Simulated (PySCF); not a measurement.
`c1ccn(-c2ccn[n-]2)c1` (charge -1). Structure optimised with GFN2-xTB, isolated species.

```
atom  x, y, z in Å
C1    -2.4666    0.7620    0.1361
C2    -2.5977   -0.5926   -0.2138
C3    -1.3262   -1.0970   -0.3425
N4    -0.4363   -0.1085   -0.0862
C5     0.9543   -0.2556   -0.1223
C6     1.9345    0.7112    0.1249
C7     3.1099   -0.0075   -0.0587
N8     2.8428   -1.2757   -0.3826
N9     1.5203   -1.4325   -0.4228
C10   -1.1195    1.0253    0.2057
H11   -3.2615    1.4643    0.3166
H12   -3.5165   -1.1338   -0.3548
H13   -0.9758   -2.0777   -0.5955
H14    1.8125    1.7484    0.3905
H15    4.1311    0.3371    0.0286
H16   -0.6128    1.9416    0.4424
```

Question: Which two atoms are farthest apart?

Answer: H12···H15, 7.80 Å; the next longest distance is 7.48 Å.

Question: Give the dihedral angles C1–C2–C3–N4, H11–C1–C2–C3, H12–C2–C3–H13, C2–C1–C10–H16.

Answer: C1–C2–C3–N4 0° (synperiplanar); H11–C1–C2–C3 180° (antiperiplanar); H12–C2–C3–H13 0° (synperiplanar); C2–C1–C10–H16 180° (antiperiplanar). Dihedral signs follow IUPAC: positive where, seen along the central bond, the front bond turns clockwise onto the rear one.

Question: Work out the bond lengths C1–C10, C2–H12, C5–C6, C7–H15 in bohr.

Answer: For C1–C10 the difference vector is (1.3471, 0.2633, 0.0696) Å, of length 1.3744 Å. 1 bohr = 0.529177 Å. C1–C10 2.597; C2–H12 2.033; C5–C6 2.643; C7–H15 2.043 bohr.

Question: What is the repulsion energy of the bare nuclei, Σ ZA·ZB/RAB?

Answer: 474.75 Eh over 120 pairs, with full nuclear charges and distances in bohr; the largest single term is 19.46 Eh (N8 with N9).

Question: What are the angles N4–C3–H13, C2–C3–N4, C2–C3–H13, C6–C5–N9, C5–C6–C7, C6–C7–H15, C5–N9–N8, C1–C10–H16?

Answer: From the scalar product of the two bond vectors; for N4–C3–H13 it is -0.7224 Å² over 1.3545 × 1.0717 Å², cos θ = -0.4977. N4–C3–H13 119.8°; C2–C3–N4 108.8°; C2–C3–H13 131.3°; C6–C5–N9 110.5°; C5–C6–C7 102.2°; C6–C7–H15 128.6°; C5–N9–N8 108.0°; C1–C10–H16 129.6°.

Question: How far apart are these pairs, which share no bond: C3···C6, C5···C10, C5···H15, C6···N8?

Answer: C3···C6 3.758 Å (3 bonds apart); C5···C10 2.459 Å (2 bonds apart); C5···H15 3.235 Å (3 bonds apart); C6···N8 2.243 Å (2 bonds apart).

Question: How far are the heavy atoms from their best plane (unweighted least squares)?

Answer: 0.001 Å rms; none is more than 0.002 Å off.

Question: Where is the centre of mass (commonest isotopes), and what is the radius of gyration?

Answer: Mass 132.056 u; centre at (0.261, -0.232, -0.117) Å; Rg = √(Σ m r²/M) = 2.232 Å. As Ia + Ib + Ic = 2 Σ m r², the three principal moments sum to 1315.3 u·Å².

No frequency check.

One conformer stands for the species.

The numbers are calculated, not measured.
